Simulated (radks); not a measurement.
Values are calculated unless marked as measured or tabulated.
Valence configurations of C+ (all share [He]). Code: a radial shooting solver on a logarithmic mesh with Libxc functionals. Model: non-relativistic Kohn-Sham, r2SCAN, spin-polarised, spherical densities, point nucleus; open shells are filled with parallel spins first; meta-GGA in the generalised Kohn-Sham scheme. Energies are relative to 2s2 2p1; eigenvalues in eV for spin up.

valence      E (eV)  moment (Bohr magnetons)    e(2p)    e(2s)
2s2 2p1       0.000                        1  -17.767  -27.389
2p3          13.768                        3  -19.125        -
2s1 2p2       4.173                        3  -19.024  -28.717
2s0.5 2p2.5   8.995                        3  -19.084  -28.680
2s1.5 2p1.5   2.908                        2  -18.579  -28.284

NIST lists [He] 2s2 2p1 as the ground configuration; this level of theory agrees among the configurations tried. The energies are those of spherical high-spin densities, not of single terms.
